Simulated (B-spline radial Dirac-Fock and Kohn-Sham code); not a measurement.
# The Ar-like isoelectronic sequence (18 electrons), Z = 65 to 73

Model: multi-electron Dirac-Fock with separately optimised hole states, Breit and Lamb-shift corrections added in first order. Program: a radial B-spline solver. Binding energies in eV, tabulated ground configurations ([Ne] 3s2 3p6 throughout). Correlation energy is missing from these numbers.

```
  ion       1s    2p1/2    2p3/2  outermost level  NIST ionisation energy
Tb⁴⁷⁺  55087.6  11270.8  10518.4   4139.5 (3p3/2)                4139 ± 4
Dy⁴⁸⁺  56992.1  11710.3  10903.8   4302.7 (3p3/2)                4303 ± 4
Ho⁴⁹⁺        ?        ?        ?                ?                       ?
Er⁵⁰⁺  60919.5  12619.9  11696.0   4638.9 (3p3/2)                4639 ± 4
Tm⁵¹⁺  62943.1  13090.3  12102.8   4811.9 (3p3/2)                4812 ± 4
Yb⁵²⁺  65006.7  13571.5  12516.7   4988.2 (3p3/2)                4988 ± 4
Lu⁵³⁺  67111.5  14063.4  12937.8   5167.8 (3p3/2)                5168 ± 5
Hf⁵⁴⁺  69258.6  14566.5  13366.0   5350.6 (3p3/2)                5350 ± 5
Ta⁵⁵⁺  71447.8  15080.7  13801.5   5536.8 (3p3/2)                5537 ± 5
```

**Question.** Fill in the row of Ho⁴⁹⁺.

**Answer.** 1s 58936.2, 2p1/2 12159.9, 2p3/2 11296.4, outermost 4469.2 (3p3/2), NIST 4469 ± 4 eV.

NIST's values are for the lowest levels; a dash marks a value that is missing or belongs to another shell. Their kind here: theoretical. 

Values without a named source are computed, but for edge energies of neutral atoms, which are taken from tables.
